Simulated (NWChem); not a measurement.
System meant: BNH₃Cl; SMILES NBCl

The following NWChem deck was run.

```
start job
memory heap 200 mb stack 900 mb global 1100 mb
geometry units angstroms noautoz
  B     -0.580015     0.513860     0.000000
  H     -1.761210     0.655510     0.000000
  Cl     0.085264    -1.144140     0.000000
  N      0.283103     1.602320     0.000000
  H     -0.055498     2.554496     0.000000
  H      1.291204     1.516827     0.000000
end
basis spherical
  B library def2-svp
  H library def2-svp
  Cl library def2-svp
  N library def2-svp
end
dft
  xc xpbe96 cpbe96
  iterations 4
  mulliken
end
task dft energy
```

End of the output:

```
    Atom       Charge   Shell Charges
 -----------   ------   -------------------------------------------------------
    1 B    5     5.32   1.96  0.55  0.28  1.48  0.80  0.26
    2 H    1     1.04   0.65  0.36  0.04
    3 Cl  17    16.86   2.00  1.95  1.02  0.74  5.82  2.26  3.04  0.02
    4 N    7     6.95   1.97  0.68  0.39  2.25  1.64  0.03
    5 H    1     0.91   0.59  0.20  0.12
    6 H    1     0.92   0.59  0.20  0.12

 center of mass
 --------------
 x =   0.00122000 y =  -0.15908018 z =   0.00000000

 moments of inertia (a.u.)
 ------------------
         332.655985946920           0.000000000000           0.000000000000
           0.000000000000          35.312176911726           0.000000000000
           0.000000000000           0.000000000000         367.968162858646

     Multipole analysis of the density
     ---------------------------------

     L   x y z        total         alpha         beta         nuclear
     -   - - -        -----         -----         ----         -------
     0   0 0 0     -0.000000    -16.000000    -16.000000     32.000000

     1   1 0 0      0.401300      0.200650      0.200650      0.000000
     1   0 1 0      1.033546      0.516773      0.516773     -0.000000
     1   0 0 1     -0.000000     -0.000000     -0.000000      0.000000

     2   2 0 0    -17.971558    -21.723895    -21.723895     25.476233
     2   1 1 0      0.874308     -0.484123     -0.484123      1.842555
     2   1 0 1     -0.000000     -0.000000     -0.000000      0.000000
     2   0 2 0    -14.848746    -98.092656    -98.092656    181.336567
     2   0 1 1     -0.000000     -0.000000     -0.000000      0.000000
     2   0 0 2    -19.317345     -9.658673     -9.658673      0.000000

 ------------------------------------------------------------------------
 dft energy failed                                                                                  0
 ------------------------------------------------------------------------
 ------------------------------------------------------------------------
  current input line :
    22: task dft energy
 ------------------------------------------------------------------------
 ------------------------------------------------------------------------
 This type of error is most commonly associated with calculations not reaching convergence criteria
 ------------------------------------------------------------------------
 For more information see the NWChem manual at https://nwchemgit.github.io

0:dft energy failed:Received an Error in Communication
```

**Question.** What is wrong, and how is it mended?

**Answer.** The run did not converge; its last values are not results. Cause: the SCF was allowed too few iterations. This input runs:
```
start job
memory heap 200 mb stack 900 mb global 1100 mb
geometry units angstroms noautoz
  B     -0.580015     0.513860     0.000000
  H     -1.761210     0.655510     0.000000
  Cl     0.085264    -1.144140     0.000000
  N      0.283103     1.602320     0.000000
  H     -0.055498     2.554496     0.000000
  H      1.291204     1.516827     0.000000
end
basis spherical
  * library def2-svp
end
dft
  xc xpbe96 cpbe96
  iterations 150
  mulliken
end
task dft energy
```
It converges to -541.18497 Ha (PBE/def2-SVP).
